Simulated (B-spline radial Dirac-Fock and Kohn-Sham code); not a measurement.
Two-hole binding energies of As⁴⁺

System: the As⁴⁺ ion, [Ar] 3d10 4s1.

These are calculated numbers from a radial B-spline solver; the model is Dirac-Fock ΔSCF + Breit + QED. U is the two-hole binding energy less the two single-hole energies, the effective repulsion of the holes after relaxation. Each two-hole energy is an average over J within one jj subconfiguration.

```tsv
holes	E(a) (eV)	E(b) (eV)	E(ab) (eV)	U (eV)
1s⁻¹ 2p1/2⁻¹	11930.4	1422.9	13483.4	130.1
1s⁻¹ 3p1/2⁻¹	11930.4	210.3	12180.5	39.8
1s⁻¹ 3p3/2⁻¹	11930.4	205.2	12174.6	39.0
2s⁻¹ 2p3/2⁻¹	1598.7	1387.0	3057.1	71.4
2p1/2⁻²	1422.9	1422.9	2940.9	95.1
2p1/2⁻¹ 2p3/2⁻¹	1422.9	1387.0	2897.0	87.1
2p3/2⁻²	1387.0	1387.0	?	?
2p1/2⁻¹ 3p3/2⁻¹	1422.9	205.2	1664.0	35.9
2p1/2⁻¹ 3d5/2⁻¹	1422.9	101.8	1559.3	34.6
2p3/2⁻¹ 3d3/2⁻¹	1387.0	102.5	1524.1	34.6
2p3/2⁻¹ 3d5/2⁻¹	1387.0	101.8	1522.6	33.8
3p1/2⁻²	210.3	210.3	452.4	31.8
3p3/2⁻²	205.2	205.2	440.6	30.1
3d5/2⁻²	101.8	101.8	232.8	29.2
```

Task: Give the missing two-hole energy and U.

Result: E(ab) = 2862.3 eV and U = 88.3 eV.
